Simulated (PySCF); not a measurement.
PySCF input for Mo(S)2(OH)(SH) (H2MoOS3), SMILES [OH][Mo]([SH])(=[S])=[S], multiplicity 1, PBE-D3(BJ)/def2-SVP. Geometry: PBE-D3(BJ)/def2-SVP. The multiplicity is an assumed one; other spin states were not compared. The def2 effective core potentials stand for the cores of Mo; spin–orbit coupling is left out. Other conformers were not sampled.

```python
import numpy as np
from pyscf import gto, scf, dft, df
from pyscf.hessian import thermo

mol = gto.M(
    atom='''
    Mo    0.05725343    0.08040619   -0.19518783
    S     0.33093242    1.85424824    0.94877688
    S     1.56526857   -1.35330942    0.23092806
    O     0.00639845    0.53123211   -2.01689301
    H     0.29237151   -0.12333214   -2.68541561
    S    -1.90279237   -0.98040944    0.47531355
    H    -2.64274122    0.16794481    0.53815273
    ''',
    basis='def2-SVP',
    ecp={'Mo': 'def2-svp'},
    charge=0,
    spin=0,
    max_memory=1600,
    verbose=3,
)
mf = dft.RKS(mol, xc='pbe').density_fit(auxbasis='def2-universal-jkfit')
mf.disp = 'd3bj'
mf.grids.level = 3
mf.conv_tol = 1e-11
mf.max_cycle = 100
mf.kernel()

# [left out here: the lines that compute and print the analytic Hessian (its translational invariance restored by hand, since the grid's response is missing), thermochemistry and intensities]
```

Output:

```
converged SCF energy = -1338.40783491493

WARN: DFTD3 does not support analytical Hessian, using finite difference


WARN: Mole.unit (angstrom) is changed to Bohr

Mode                                 0                   1                   2
Irrep
Freq [cm^-1]                      129.6169            139.0390            170.8271
Reduced mass [au]                  15.9620             13.5397             25.0512
Force const [Dyne/A]                0.1580              0.1542              0.4307
Char temp [K]                     186.4899            200.0461            245.7822
Normal mode                   x     y     z       x     y     z       x     y     z
       0  Mo                -0.00  0.03 -0.01    0.01 -0.00 -0.04    0.02  0.00  0.03
       1   S                 0.03  0.02 -0.00   -0.08 -0.04  0.04   -0.08  0.07 -0.03
       2   S                -0.09 -0.05  0.04   -0.02 -0.02  0.01   -0.01 -0.08 -0.08
       3   O                 0.00  0.03 -0.02    0.06  0.02 -0.04    0.02 -0.02  0.03
       4   H                -0.05  0.01 -0.02    0.13  0.06 -0.05   -0.04 -0.07  0.06
       5   S                 0.07 -0.08  0.01    0.03  0.05  0.08    0.01  0.01 -0.01
       6   H                -0.05 -0.15 -0.07    0.06  0.06  0.12    0.03  0.02  0.01
Mode                                 3                   4                   5
Irrep
Freq [cm^-1]                      175.0216            201.4380            292.2438
Reduced mass [au]                   6.3059              6.9242              1.1089
Force const [Dyne/A]                0.1138              0.1655              0.0558
Char temp [K]                     251.8172            289.8245            420.4737
Normal mode                   x     y     z       x     y     z       x     y     z
       0  Mo                -0.03 -0.00  0.01    0.01 -0.03 -0.00   -0.01 -0.00  0.00
       1   S                 0.03  0.01 -0.03   -0.01  0.01 -0.07   -0.00 -0.01  0.01
       2   S                -0.00  0.02 -0.04    0.02 -0.02  0.04    0.01  0.01 -0.02
       3   O                 0.17  0.03  0.01   -0.03  0.18  0.05    0.04  0.00 -0.00
       4   H                 0.30  0.04  0.05   -0.03  0.30 -0.07   -0.16 -0.11  0.03
       5   S                -0.02 -0.04  0.04   -0.01  0.00  0.02    0.00  0.01  0.04
       6   H                -0.03 -0.05  0.14   -0.01  0.01 -0.08   -0.19 -0.05 -0.91
Mode                                 6                   7                   8
Irrep
Freq [cm^-1]                      327.8102            390.1674            536.3253
Reduced mass [au]                   1.1573             20.4738             18.6565
Force const [Dyne/A]                0.0733              1.8363              3.1618
Char temp [K]                     471.6459            561.3640            771.6527
Normal mode                   x     y     z       x     y     z       x     y     z
       0  Mo                -0.00  0.00 -0.00   -0.04 -0.02  0.02   -0.03 -0.02 -0.02
       1   S                -0.00 -0.02 -0.01    0.00 -0.02 -0.02    0.02  0.11  0.07
       2   S                 0.01  0.00  0.01   -0.01  0.02 -0.00    0.06 -0.06  0.02
       3   O                 0.07  0.04 -0.00    0.01  0.00  0.02    0.01  0.00 -0.02
       4   H                -0.81 -0.38  0.03    0.02 -0.01  0.03   -0.06  0.08 -0.13
       5   S                -0.01 -0.00 -0.00    0.12  0.06 -0.04    0.01  0.00 -0.00
       6   H                 0.02  0.00  0.23    0.13  0.07 -0.01    0.02  0.01  0.01
Mode                                 9                  10                  11
Irrep
Freq [cm^-1]                      546.1948            594.7254            624.4389
Reduced mass [au]                   3.4751              1.2084              1.6246
Force const [Dyne/A]                0.6108              0.2518              0.3732
Char temp [K]                     785.8528            855.6774            898.4285
Normal mode                   x     y     z       x     y     z       x     y     z
       0  Mo                -0.02  0.04  0.00    0.01 -0.01 -0.00   -0.01  0.03  0.00
       1   S                -0.01 -0.05 -0.03   -0.00  0.01  0.01   -0.01 -0.04 -0.02
       2   S                 0.08 -0.07  0.02   -0.02  0.02 -0.01    0.03 -0.03  0.00
       3   O                -0.01  0.01 -0.02    0.02 -0.04  0.05    0.03 -0.07  0.06
       4   H                 0.15 -0.13  0.18   -0.17  0.30 -0.36   -0.20  0.41 -0.48
       5   S                 0.01  0.01 -0.00    0.01  0.03 -0.01   -0.00 -0.02  0.00
       6   H                -0.38 -0.24  0.06   -0.63 -0.40  0.16    0.33  0.21 -0.11
Mode                                12                  13                  14
Irrep
Freq [cm^-1]                      708.3289           2584.5065           3700.5671
Reduced mass [au]                   5.5065              1.0381              1.0664
Force const [Dyne/A]                1.6278              4.0854              8.6044
Char temp [K]                    1019.1276           3718.5294           5324.2922
Normal mode                   x     y     z       x     y     z       x     y     z
       0  Mo                 0.00 -0.00  0.04    0.00 -0.00 -0.00    0.00 -0.00 -0.00
       1   S                -0.00 -0.01 -0.01   -0.00 -0.00 -0.00    0.00  0.00  0.00
       2   S                -0.00  0.00 -0.00   -0.00  0.00 -0.00    0.00 -0.00  0.00
       3   O                 0.00  0.03 -0.20   -0.00 -0.00  0.00    0.02 -0.04 -0.04
       4   H                -0.05  0.14 -0.34    0.00  0.00  0.00   -0.28  0.64  0.67
       5   S                -0.00  0.00 -0.00    0.02 -0.03 -0.00   -0.00 -0.00  0.00
       6   H                -0.02 -0.01 -0.01   -0.53  0.82  0.05   -0.00 -0.00 -0.00
temperature 298.1500 [K]
pressure 101325.00 [Pa]
Rotational constants [GHz] 1.64217 1.54348 1.22076
Symmetry number 1
Zero-point energy (ZPE) 0.02534 [Eh]   66519.852 [J/mol]
                           tot       elec      trans        rot        vib
Entropy [J/mol/K]       375.222      0.000    175.442    121.466     78.313
Cv [J/mol/K]            106.039      0.000     12.472     12.472     81.096
Cp [J/mol/K]            114.354      0.000     20.786     12.472     81.096
Internal energy [J/mol]                      3718.434   3718.434  79791.370
Internal energy [Eh]   -1338.37461  -1338.40783
Enthalpy [J/mol]                             6197.391   3718.434  79791.370
Enthalpy [Eh]          -1338.37367
Gibbs free energy [J/mol]                  -46110.611 -32496.793  56442.254
Gibbs free energy [Eh] -1338.41628
mode   freq/cm-1   IR/(km/mol)
   1      129.62         1.464
   2      139.04         1.821
   3      170.83         2.066
   4      175.02         2.748
   5      201.44         4.946
   6      292.24        24.591
   7      327.81       107.001
   8      390.17        20.751
   9      536.33        26.444
  10      546.19        54.104
  11      594.73        61.627
  12      624.44       129.522
  13      708.33        51.228
  14     2584.51         3.867
  15     3700.57       221.837
max |gradient| / (hartree/bohr): 0.00010071913359743843
APT charges: [ 1.2119 -0.3531 -0.3353 -0.6781  0.3395 -0.2606  0.0757]
```

The calculation finished and met its thresholds.
